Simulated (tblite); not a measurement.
Compound: C6H8NO (doublet state).
Bonds: C1–N2, N2–C3, C3–O4 (double), C3–C5, C5–C6, C6–C7 (double), C7–C8 (double). Hydrogens: H9, H10 on C1; H11 on N2; H12, H13 on C5; H14 on C6; H15, H16 on C8.
Bond orders are those of one Lewis drawing.

Computed with GFN2-xTB (tblite), gas phase: L-BFGS steps from a force-field or distance-geometry start until the largest atomic force falls under 0.01 eV/Å.

Geometry at step 6:
```
atom  x, y, z in Å
C1     -2.9321    0.5292   -0.1793
N2     -1.6770    0.0832   -0.3650
C3     -1.1028   -0.9422    0.3375
O4     -1.6872   -1.4816    1.2654
C5      0.3194   -1.2255   -0.1092
C6      1.3181   -0.4365    0.6883
C7      2.0559    0.5164    0.2118
C8      2.8353    1.4343   -0.2740
H9     -3.5066    0.0531    0.5825
H10    -3.3066    1.3224   -0.7841
H11    -1.1287    0.5152   -1.0836
H12     0.4731   -1.0413   -1.1814
H13     0.5241   -2.2654    0.1181
H14     1.4343   -0.7466    1.7229
H15     3.7376    1.2065   -0.8263
H16     2.6354    2.4878   -0.1351
```

Question: What forces act on the atoms?

Answer: 
| atom | Fx (eV/Å) | Fy (eV/Å) | Fz (eV/Å) |
| --- | --- | --- | --- |
| C1 | -0.195 | 0.050 | 0.074 |
| N2 | -0.028 | -0.033 | -0.065 |
| C3 | -0.072 | 0.131 | 0.323 |
| O4 | 0.303 | -0.107 | -0.236 |
| C5 | -0.028 | -0.121 | -0.045 |
| C6 | 0.151 | 0.086 | 0.232 |
| C7 | 0.278 | 0.206 | -0.126 |
| C8 | -0.103 | 0.015 | 0.057 |
| H9 | -0.139 | -0.026 | 0.114 |
| H10 | -0.054 | 0.098 | -0.069 |
| H11 | 0.252 | 0.205 | -0.310 |
| H12 | -0.202 | -0.030 | 0.232 |
| H13 | -0.013 | -0.352 | -0.116 |
| H14 | 0.016 | 0.024 | -0.136 |
| H15 | -0.031 | -0.080 | 0.222 |
| H16 | -0.136 | -0.066 | -0.151 |

The largest, 0.45 eV/Å, acts on H11; the rms over all components is 0.158 eV/Å. The forces sum to zero within rounding, as they must for an isolated molecule in no field.

Question: Give the force on H11 in Eh/bohr and in nN.

Answer: 0.449 eV/Å ÷ 51.422 = 0.00873 Eh/bohr, and 0.449 eV/Å × 1.602 = 0.72 nN.

Question: How far is this geometry from the end of the optimisation?

Answer: 0.107 eV above it, and 0.457 Å rms away after alignment. The bonds farthest from their final lengths, with half the difference of the two atoms' forces along the bond (positive lengthens):

| bond | now (Å) | final (Å) | force along bond (eV/Å) |
| --- | --- | --- | --- |
| N2–H11 | 1.002 | 1.013 | +0.22 |
| C1–N2 | 1.345 | 1.352 | +0.10 |
| C5–H13 | 1.084 | 1.090 | +0.10 |
| C3–C5 | 1.517 | 1.523 | +0.10 |
| C5–H12 | 1.099 | 1.093 | -0.14 |
| C3=O4 | 1.222 | 1.217 | -0.25 |

The angle farthest from its final value is C6–C5–H13, 105.5° against 110.3°.

What follows is the cost of the whole relaxation. Time: 0.47 s. Hardware: an Arm Neoverse V2 with one thread, shared host with 64 logical CPUs at a one-minute load of 22.
